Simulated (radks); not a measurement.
Values are calculated unless marked as measured or tabulated.
Successive ionisation energies (eV) of one element, from differences of total energies of ions in their ground configurations, starting at charge 0: 5.488, 14.288, 20.920, 45.943, 68.393, 108.44, 113.16. Level of theory: Dirac Kohn-Sham, PBEsol, spin-unpolarised, spherical densities, finite nucleus; open shells fill j = l - 1/2 first; Fermi nuclear charge, rms radius 5.37 fm (a radial shooting solver on a logarithmic mesh with Libxc functionals). Which element is it?

Answer. Lutetium (Z = 71). The first species listed is Lu in [Xe] 4f14 5d1 6s2, the last Lu6+ in [Kr] 4d10 4f13 5s2 5p4.
